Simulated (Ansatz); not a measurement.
`NB(F)Br` + `O[SiH3]` → `NB(Br)O[SiH3]` + H–F at 700 K and 1 bar (ligand exchange at a B–F bond).

Calculated with Ansatz (gas phase, PBE0-D4/def2-TZVP geometries, no zero-point term in ΔE). CBS: MP2 limit from def2 TZ/QZ plus the TZ coupled-cluster correction, frozen cores. This one scheme is used for every species. For Br outer-core shells are correlated without core-valence functions, which leaves a few kJ/mol of doubt a bond. Scalar relativity is left out up to krypton. One conformer a species, not always the lowest.

```csv
species,CCSD(T)/CBS energy (Eh),H − E (kJ/mol),S (J/(mol·K))
`NB(F)Br`,-2753.96125,141.1,373.0
`O[SiH3]`,-366.69042,144.6,321.6
`NB(Br)O[SiH3]`,-3020.25562,243.5,482.3
H–F,-100.39570,45.2,198.5
```

H − E and S are ideal-gas, rigid-rotor, harmonic terms from PBE0-D4/def2-TZVP, for one conformer and one mirror image of each species. 1 Eh = 2625.50 kJ/mol, R = 8.31446 J/(mol·K).

Problem. By hand: ΔE, ΔH, ΔS and ΔG.

Solution. ΔE = (-3020.25562) + (-100.39570) − (-2753.96125) − (-366.69042) = 0.00035 Eh = 0.9 kJ/mol. Δ(H − E) = 243.5 + 45.2 − 141.1 − 144.6 = 3.0, so ΔH = 3.9 kJ/mol. ΔS = 482.3 + 198.5 − 373.0 − 321.6 = -13.8 J/(mol·K). ΔG = 3.9 − 700 × (-13.8)/1000 = 13.6 kJ/mol.

Problem. By hand: the equilibrium constant, and the temperature at which ΔG would vanish if ΔH and ΔS stayed fixed.

Solution. log₁₀ K = −ΔG/(RT ln 10) = -1.0. ΔH and −TΔS have one sign here, so there is no such temperature.

TΔS isn't small against ΔH here. A doubt of 5 kJ/mol in ΔE shifts log₁₀ K by 0.4 here. Other conformers and mirror images would add mixing entropy, several J/(mol·K) or more a flexible species. These are equilibria of isolated gas molecules and say nothing of rates. Largest T1 diagnostic: 0.011 (customary marks: 0.02 for closed shells, 0.045 for open ones).
